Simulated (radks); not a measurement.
The samarium ion Sm2+, configuration [Xe] 4f6 (the NIST ground configuration). Method: Dirac Kohn-Sham, PBE, spin-unpolarised, spherical densities, point nucleus; open shells are shared between the two j in proportion to 2j + 1; speed of light set to 685.18 atomic units (5 times the physical value, a model run); computed with a radial shooting solver on a logarithmic mesh with Libxc functionals.

Unscreened Slater integrals over Kohn-Sham orbitals (eV). Large and small components are both included.

integral          value
F0(4f7/2,4f7/2)  27.231
F2(4f7/2,4f7/2)  12.615
F4(4f7/2,4f7/2)  7.8515
F6(4f7/2,4f7/2)  5.6310
F0(4f7/2,4f5/2)  27.239
F2(4f7/2,4f5/2)  12.618
F4(4f7/2,4f5/2)  7.8539
G2(4f7/2,4f5/2)  12.618
G4(4f7/2,4f5/2)  7.8533
G6(4f7/2,4f5/2)  5.6324
F0(4f7/2,5p3/2)  17.354
F2(4f7/2,5p3/2)  6.0091
G2(4f7/2,5p3/2)  3.2723
G4(4f7/2,5p3/2)  2.4889
F0(4f7/2,5p1/2)  17.383
G4(4f7/2,5p1/2)  2.5000
F0(4f5/2,4f5/2)  27.246
F2(4f5/2,4f5/2)  12.622
F4(4f5/2,4f5/2)  7.8564
F0(4f5/2,5p3/2)  17.356
F2(4f5/2,5p3/2)  6.0075
G2(4f5/2,5p3/2)  3.2696
G4(4f5/2,5p3/2)  2.4871
F0(4f5/2,5p1/2)  17.385
G2(4f5/2,5p1/2)  3.2855
F0(5p3/2,5p3/2)  14.541
F2(5p3/2,5p3/2)  7.8439
F0(5p3/2,5p1/2)  14.555
G2(5p3/2,5p1/2)  7.8516
F0(5p1/2,5p1/2)  14.570
